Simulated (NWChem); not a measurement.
System: InH3O; SMILES [OH][InH2]

Input file for NWChem:

```
start job
memory heap 200 mb stack 900 mb global 1100 mb
geometry units angstroms noautosym nocenter noautoz
  In    -0.031604     0.303871     0.000000
  H     -1.611506     0.973580     0.000000
  H      1.539298     1.018668     0.000000
  O     -0.090887    -1.700672     0.000000
  H      0.783101    -2.106168     0.000000
end
basis spherical
  * library def2-svpd
end
ecp
  In library def2-ecp
end
dft
  xc b3lyp
  iterations 150
end
property
  response 1 0.0773
end
task dft property
```

Output (shortened):

```
             Northwest Computational Chemistry Package (NWChem) 7.3.0
             --------------------------------------------------------

                             Geometry "geometry" -> ""
                             -------------------------

 Output coordinates in angstroms (scale by  1.889725989 to convert to a.u.)

  No.       Tag          Charge          X              Y              Z
 ---- ---------------- ---------- -------------- -------------- --------------
    1 In                  49.0000    -0.03160400     0.30387100     0.00000000
    2 H                    1.0000    -1.61150600     0.97358000     0.00000000
    3 H                    1.0000     1.53929800     1.01866800     0.00000000
    4 O                    8.0000    -0.09088700    -1.70067200     0.00000000
    5 H                    1.0000     0.78310100    -2.10616800     0.00000000

 Effective nuclear repulsion energy (a.u.)     151.3390050074

                                 NWChem DFT Module
                                 -----------------

 Summary of "ao basis" -> "ao basis" (spherical)
 ------------------------------------------------------------------------------
       Tag                 Description            Shells   Functions and Types
 ---------------- ------------------------------  ------  ---------------------
 In                        def2-svpd                12       32   5s4p3d
 H                         def2-svpd                 4        8   2s2p
 O                         def2-svpd                 9       23   4s3p2d

            General Information
            -------------------
          SCF calculation type: DFT
          Wavefunction type:  closed shell.
          No. of atoms     :     5
          No. of electrons :    32
           Alpha electrons :    16
            Beta electrons :    16
          Charge           :     0
          Spin multiplicity:     1
          Use of symmetry is: off; symmetry adaption is: off
          Maximum number of iterations: 150
          AO basis - number of functions:    79
                     number of shells:    33
          Convergence on energy requested:  1.00D-06
          Convergence on density requested:  1.00D-05
          Convergence on gradient requested:  5.00D-04

              XC Information
              --------------
                         B3LYP Method XC Potential
                     Hartree-Fock (Exact) Exchange  0.200
                        Slater Exchange Functional  0.800 local
                    Becke 1988 Exchange Functional  0.720 non-local
              Lee-Yang-Parr Correlation Functional  0.810
                  VWN I RPA Correlation Functional  0.190 local

             Grid Information
             ----------------
          Grid used for XC integration:  medium
          Radial quadrature: Mura-Knowles
          Angular quadrature: Lebedev.
          Tag              B.-S. Rad. Rad. Pts. Rad. Cut. Ang. Pts.
          ---              ---------- --------- --------- ---------
          In                  1.55      123          10.0       590
          H                   0.35       45          11.0       434
          O                   0.60       49          11.0       434
          Grid pruning is: on
          Number of quadrature shells:   307
          Spatial weights used:  Erf1

      Superposition of Atomic Density Guess
      -------------------------------------

 Sum of atomic energies:        -294.24083719

      Non-variational initial energy
      ------------------------------

 Total energy =    -265.530746
 1-e energy   =    -576.726364
 2-e energy   =     242.008365
 HOMO         =      -0.338436
 LUMO         =      -0.005893

   convergence    iter        energy       DeltaE   RMS-Dens  Diis-err
 ---------------- ----- ----------------- --------- --------- ---------
 d= 0,ls=0.0,diis     1   -267.0722833172 -3.36D+02  3.14D-02  6.63D-01
 d= 0,ls=0.0,diis     2   -266.4114240972  6.61D-01  2.04D-02  6.38D+00
 d= 0,ls=0.0,diis     3   -267.1618646426 -7.50D-01  1.28D-03  7.40D-03
 d= 0,ls=0.0,diis     4   -267.1626742428 -8.10D-04  3.12D-04  1.33D-03
 d= 0,ls=0.0,diis     5   -267.1628275643 -1.53D-04  9.06D-05  2.96D-05
  Resetting Diis
 d= 0,ls=0.0,diis     6   -267.1628313268 -3.76D-06  2.79D-05  2.74D-06
 d= 0,ls=0.0,diis     7   -267.1628317221 -3.95D-07  7.24D-06  7.31D-08

         Total DFT energy =     -267.162831722127
      One electron energy =     -578.134976083106
           Coulomb energy =      268.245007075034
    Exchange-Corr. energy =      -26.460115840456
 Nuclear repulsion energy =       69.187253126401

 Numeric. integr. density =       32.000009508328

                       DFT Final Molecular Orbital Analysis
                       ------------------------------------

[...]

 DFT Linear Response polarizability / au
 Frequency  =       0.0773000 / au
 Wavelength =     589.4353558 / nm
              X              Y              Z
 -----------------------------------------------
 X      50.9223365      0.2382426      0.0000000
 Y       0.2382678     51.0662115      0.0000000
 Z       0.0000000      0.0000000     35.3404062
 -----------------------------------------------
 Eigenvalues =      50.7454074     51.2431405     35.3404062
 Isotropic   =      45.7763181
 Anisotropic =      15.6598014
 -----------------------------------------------

 Magnetic Dipole Response Matrix (nonzero elements):

 Exiting AOResponse driver routine
```

Level: B3LYP/def2-SVPD with def2 effective core potentials on In. Geometry: optimised at PBE0/def2-SVP. B3LYP is NWChem's, with the RPA form of VWN correlation. def2 effective core potentials on In; no spin-orbit coupling.
